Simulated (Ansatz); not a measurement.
Reaction (atomization): `CN(C)BS` → B• + 2 C• + 8 H• + N• + S•

Program: Ansatz. Geometries: PBE0-D4/def2-TZVP. ΔE: electronic, gas phase. CCSD(T)/CBS adds triple-zeta CCSD(T) − MP2 to the extrapolated MP2 energy (def2 sets, frozen cores). This one scheme is used for every species, atoms too. For atomizations the MP2-based limit and the directly extrapolated one differ by several kJ/mol either way, and by 10 to 25 for some Ge, Se and Sn compounds, so smaller differences from it don't rank the levels. DFT in def2-TZVPP. Open shells (•) are unrestricted, without spin–orbit coupling. Spin–orbit coupling would lower the free atoms: a little for B, C, S. One conformer a species, not always the lowest.

```
       level  ΔE (kcal/mol)
    BHLYP-D4         1138.1
     ωB97M-V         1169.2
         PBE         1181.5
HF/CBS(def2)          858.5
```

Question: What does CCSD(T)/CBS give? (An estimate is asked.)

Answer: Computed: +1160.1 kcal/mol. The listed levels differ from it by -22.0, 9.1, 21.4, -301.6 kcal/mol.

Question: What do rigid-rotor, harmonic-oscillator terms from PBE0-D4/def2-TZVP frequencies (298.15 K, 1 bar) make of the CCSD(T)/CBS value? (Best estimate.)

Answer: The calculation gave: ΔZPE = -66.6 kcal/mol, ΔH = +1107.7 kcal/mol, ΔS = 1364 J/(mol·K), ΔG = +1010.5 kcal/mol. Open shells count their whole term as degenerate. Modes under 50 cm⁻¹ make the entropy rough.

Largest T1 diagnostic among the species: 0.014.

The D4 term adds +10.0 kcal/mol with B3LYP and +5.3 kcal/mol with PBE0; it sums over pairs of atoms, weighted by their polarisabilities, and B3LYP, whose exchange is more repulsive, gets the larger term. From r2SCAN to r2SCAN0 (25 % exact exchange), in def2-TZVPP and without D4, ΔE moves by −13.8 kcal/mol: exact exchange takes away binding that semilocal exchange gives to molecules.

B3LYP here is the variant with VWN-RPA as its local correlation; programs differ in this.
